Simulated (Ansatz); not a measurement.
stibine (SMILES [SbH3]) moved off its minimum; all values from Ansatz (an electronic-structure program), cores frozen in correlated methods. Elements past Kr take the def2 small-core potentials, without spin–orbit coupling.
(charge 0, multiplicity 1)
```xyz
4

Sb    -0.0733     0.0107     0.0418
H     -0.9549    -1.0912    -0.8847
H     -0.5836     1.3212    -0.7754
H      1.5562    -0.2540    -0.8190
```

Q: Give the forces (eV/Å), the total energy and the dipole at CCSD(T)/def2-TZVPPD.

A: 
```csv
atom,Fx,Fy,Fz
Sb1,1.857,-1.237,0.847
H2,-0.076,-0.178,-0.357
H3,-0.289,1.103,-0.970
H4,-1.493,0.311,0.480
```
Energy -241.1457 hartree, dipole 0.33 D.
